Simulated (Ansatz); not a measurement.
Basis-set series for C$_{2}$H$_{8}$ClFO$_{4}$W (`C[O][W]([OH])([OH])([F])([Cl])[O]C`). The species carries charge 0 and has multiplicity 1. W takes the def2 core potential. All single points use the PBE0-D4/def2-TZVP geometry. It is one conformer, not always the lowest.

```tsv
atom	x (Å)	y (Å)	z (Å)
C1	-1.2994	2.1549	-1.4057
O2	-0.6747	1.3308	-0.4695
W3	-0.1651	-0.4003	-0.1285
O4	0.8217	-0.2571	-1.7465
O5	0.1586	-2.2696	-0.1596
F6	-1.1439	-0.5016	1.4926
Cl7	-2.2150	-1.0184	-1.1817
O8	1.2892	-0.1315	0.9803
C9	1.6347	-0.4603	2.2984
H10	-0.6920	2.1886	-2.3145
H11	-2.2862	1.7475	-1.6431
H12	-1.3982	3.1571	-0.9849
H13	1.2732	-1.0332	-2.0875
H14	-0.4817	-2.8662	-0.5552
H15	2.3949	0.2409	2.6468
H16	0.7484	-0.4042	2.9360
H17	2.0354	-1.4775	2.3228
```

| functional | basis | functions | energy (Eh) | HOMO (eV) | LUMO (eV) |
| --- | --- | --- | --- | --- | --- |
| PBE0-D4 | def2-SVP | 188 | -1008.10569 | -8.26 | -2.60 |
| PBE0-D4 | def2-QZVPP | 790 | -1008.90838 | -8.37 | -2.62 |
| ωB97M-V | def2-SVP | 188 | -1008.47531 | -10.53 | -0.56 |
| ωB97M-V | def2-QZVPP | 790 | -1009.29231 | -10.69 | -0.61 |

Question: Give the rows for def2-TZVPP. (Best estimate.)

Answer: Ansatz gave: 
| functional | basis | functions | energy (Eh) | HOMO (eV) | LUMO (eV) |
| --- | --- | --- | --- | --- | --- |
| PBE0-D4 | def2-TZVPP | 427 | -1008.86771 | -8.33 | -2.56 |
| ωB97M-V | def2-TZVPP | 427 | -1009.25334 | -10.64 | -0.53 |
